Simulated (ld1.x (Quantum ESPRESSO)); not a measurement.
# arsenic: excitation energies, all-electron against TM

ld1.x (Quantum ESPRESSO) 7.5 input, shortened:

```
&input
   title='As', zed=33., rel=1, dft='PBE', iswitch=3,
   config='[Ar] 3d10 4s1.75 4p3.25'
 /
 &inputp
   pseudotype=2, tm=.true., lloc=1,
   nlcc=.false.
 /
2
4S  1  0   1.75   0.00  1.70  1.70  0.0
4P  2  1   3.25   0.00  1.45  1.45  0.0
 &test
   configts(1)='4s1.75 4p3.25'
 /
```

Energies are relative to the spin-unpolarised reference configuration 4s1.75 4p3.25; without spin polarisation the order of configurations can differ from experiment.

```
valence configuration  charge  ΔE all-electron (eV)  error AE − PS (meV)
              4s2 4p3       0                -2.332                 +0.7
              4s2 4p2      +1                 6.817                 -3.1
              4s2 4p1      +2                24.735                  -23
            4s2 4p3.3    -0.3                -3.566                 +0.8
              4s1 4p0      +4               103.085                  +69
            4s2 4p2.5    +0.5                 1.223                 -0.1
```

What are ΔE and the potential's error for 4s1 4p3?

ΔE = 16.924 eV all-electron; the error (AE − PS) is +3.3 meV.
